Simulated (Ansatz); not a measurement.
CH5NSSi (`S[SiH]1CN1`), relaxed with RKS PBE0-D4/def2-TZVP in Ansatz from a PBE-D4/def2-SVP geometry. The force threshold is 0.005 eV/Å; the program also tests the step.

The species carries charge 0 and has multiplicity 1.

Start:

```xyz
9

S    -0.827   -2.425   -0.039
Si   -0.611   -0.349    0.454
C     0.094    1.024   -0.590
N     0.975    0.339    0.412
H     0.307   -2.416   -0.798
H    -1.629   -0.023    1.503
H     0.401    0.901   -1.648
H    -0.239    2.061   -0.370
H     1.529    0.887    1.076
```

Q: By how much does the energy fall, and how many steps does the optimiser take? (An estimate is asked.)

A: The calculation gave: 6.25 kJ/mol, in 8 steps, 1 of them rejected.

Q: Which bonds change most? (An estimate is asked.)

A: The calculation gave: Si2–C3 from 1.863 to 1.826 Å; S1–Si2 from 2.145 to 2.115 Å; Si2–N4 from 1.729 to 1.701 Å; C3–H8 from 1.111 to 1.091 Å.

Q: Give the relaxed structure. (Best estimate.)

A: Computed: 
```xyz
9

S    -0.805   -2.390   -0.023
Si   -0.576   -0.343    0.457
C     0.091    0.993   -0.593
N     0.979    0.346    0.433
H     0.241   -2.385   -0.867
H    -1.573   -0.025    1.503
H     0.425    0.857   -1.619
H    -0.237    2.013   -0.391
H     1.454    0.934    1.100
```
